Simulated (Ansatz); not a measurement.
AlGeH8NSi, 12 atoms. Total charge 0; spin multiplicity 1. Correlated methods include outer-core shells of Ge, which these sets cover unevenly. Scalar relativity is left out up to krypton. The bonds changed during the relaxation, so this is another structure than the one it started from. All runs use 4 threads of an Arm Neoverse V2 on a shared host. Correlated methods freeze the cores.

Question: How many basis functions does each run have, and how long does it take in Ansatz? RKS PBE0-D4/def2-TZVP relaxation (14 steps); RKS PBE-D4/def2-TZVPP energy and forces; RKS PBE0-D4/def2-SVP energy; RKS B3LYP-D4/def2-TZVPP energy and forces; RKS PBE0-D4/def2-QZVPP energy; RKS r2SCAN0-D4/def2-TZVPP energy; RKS PBE0-D4/def2-TZVP frequencies; RKS ωB97M-V/def2-QZVPP energy; RHF-MP2/def2-QZVPP energy; RKS ωB97M-V/def2-SVP energy; RHF-CCSD(T)/def2-TZVPP energy; RKS SPW92 (LDA)/def2-TZVPP energy. (An estimate is asked.)

Answer: The calculation gave: Other jobs shared the machine, so times are rough.

| level | job | functions | wall time | peak host memory (GiB) |
| --- | --- | --- | --- | --- |
| RKS PBE0-D4/def2-SVP | energy | 122 | 1.4 s | 0.49 |
| RKS SPW92 (LDA)/def2-TZVPP | energy | 275 | 1.4 s | 0.42 |
| RKS PBE-D4/def2-TZVPP | energy and forces | 275 | 2.7 s | 0.42 |
| RKS B3LYP-D4/def2-TZVPP | energy and forces | 275 | 5.5 s | 0.96 |
| RKS ωB97M-V/def2-SVP | energy | 122 | 6 s | 0.49 |
| RKS r2SCAN0-D4/def2-TZVPP | energy | 275 | 6 s | 0.92 |
| RKS PBE0-D4/def2-QZVPP | energy | 526 | 11 s | 2.6 |
| RKS ωB97M-V/def2-QZVPP | energy | 526 | 24 s | 2.8 |
| RHF-MP2/def2-QZVPP | energy | 526 | 26 s | 3.9 |
| RKS PBE0-D4/def2-TZVP | relaxation (14 steps) | 201 | 49 s | 0.64 |
| RKS PBE0-D4/def2-TZVP | frequencies | 201 | 2.7 min | 0.65 |
| RHF-CCSD(T)/def2-TZVPP | energy | 275 | 2.9 min | 6.9 |

B3LYP here is the variant with VWN-RPA as its local correlation; programs differ in this.
